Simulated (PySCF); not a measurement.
C₃H₇NOSi, SMILES N#C[C@H](C)[SiH2]O. Atoms are numbered in the order given.

```xyz
13

C     -1.9272     0.0345     0.5612
C     -0.8262     0.1964    -0.5073
C     -0.1161     1.4634    -0.3812
N      0.5204     2.4211    -0.2213
Si     0.5220    -1.1638    -0.3620
O      1.3849    -0.9103     1.0375
H     -1.4912     0.0380     1.5715
H     -2.6669     0.8471     0.5033
H     -2.4518    -0.9221     0.4196
H     -1.2606     0.1417    -1.5214
H     -0.1396    -2.4850    -0.2267
H      1.3685    -1.1031    -1.5867
H      1.8281    -0.0554     1.1222
```

Geometry: B3LYP-D3(BJ)/def2-SVP. The structure was generated by enumeration; whether it is a known compound was not checked. One conformer was computed; it need not be the lowest.

Two levels are set side by side: PBE/pcSseg-1 (PySCF) and B3LYP/pcSseg-1 (PySCF). GIAO shifts against H2O (¹⁷O), NH3 (¹⁵N), TMS (²⁹Si), TMS (¹H), TMS (¹³C) at the same level; non-relativistic, no solvent, atoms listed together averaged. Differences are taken from unrounded values.

```
quantity              B3LYP    PBE  PBE minus B3LYP
--------------------  -----  -----  ---------------
δ(¹³C) of C1 (ppm)     17.4   17.3             -0.1
δ(¹³C) of C2 (ppm)     17.6   19.1              1.5
δ(¹³C) of C3 (ppm)    127.5  124.3             -3.2
δ(¹⁵N) of N4 (ppm)    307.9  303.3             -4.6
δ(²⁹Si) of Si5 (ppm)  -15.1  -11.2              4.0
δ(¹⁷O) of O6 (ppm)     15.2   19.1              3.8
δ(¹H) of H10 (ppm)     1.69   1.87             0.18
δ(¹H) of H13 (ppm)     2.02   1.84            -0.17
```

Rough cost on one machine, each run with all the roots and properties that it gave: B3LYP against PBE within a factor of 2.
